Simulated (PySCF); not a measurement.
**Tellurium: a sound run and one with changed settings**

Sound run: Te⁺ [Kr] 4d10 5s2 5p3, Te²⁺ [Kr] 4d10 5s2 5p2. Calculation: PySCF 2.14, in x2c-TZVPall (8s6p4d2f, 60 functions); the spin-free X2C one-electron Hamiltonian (Gaussian nucleus). In the sound run the correlated levels freeze [Kr] 4d10. The sound run starts from symmetry-adapted Hartree-Fock orbitals and uses a fine grid where one is needed.

Changed run: all electrons correlated in a basis built for the valence shell.

| species | method | sound run (hartree) | changed run (hartree) | converged |
| --- | --- | --- | --- | --- |
| Te⁺ | MP2 | -6790.62860 | -6791.11634 | yes |
| Te²⁺ | MP2 | -6789.93943 | -6790.42021 | yes |

Ionisation energy of Te⁺:

| method | sound run (eV) | changed run (eV) |
| --- | --- | --- |
| UHF | 18.361 | 18.361 |
| MP2 | 18.753 | 18.943 |
| SCS-MP2 | 18.634 | 18.766 |

A valence basis has no tight correlating functions, so it recovers only part of the core correlation, and not evenly between atom and ion.

For comparison, NIST gives 18.6 ± 0.4 eV between the lowest levels.
